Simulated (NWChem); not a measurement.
Species: C2H5FSi2; SMILES C([Si@@H](F)[SiH3])#C

All runs: NWChem. Pople sets run with spherical d functions. The geometry was optimised at PBE0/def2-SVP. Hybrids' shares of exact exchange are those that their runs print; pure functionals count as 0. The functionals differ in more than this share.

```
row                                 share of exact exchange  orbital gap (eV)
----------------------------------  -----------------------  ----------------
PBE/6-31G*                                             0.00              5.01
LDA (Slater exchange, PW92)/6-31G*                     0.00              4.90
B3LYP/6-31G*                                           0.20              6.69
PW6B95/6-31G*                                          0.28          withheld
MPW1K/6-31G*                                           0.43              8.60
Hartree-Fock/6-31G*                                    1.00             13.25
```

**Question.** Fit a straight line of the last column on the one before it, predict the withheld value, and compare with the run.

**Answer.** 
1. Means of the 5 shown rows: x = 0.326, y = 7.690. Slope Σ(x − x̄)(y − ȳ)/Σ(x − x̄)² = 5.751/0.6935 = 8.293; intercept 4.986.
2. The shown rows scatter about the line by 0.051 (root mean square); the largest residual is -0.09, at LDA (Slater exchange, PW92)/6-31G*.
3. At x = 0.28 (PW6B95/6-31G*; inside the shown range) the line gives 7.31.
4. The run gives 7.19, -0.12 from the line, 2.3 times the scatter.
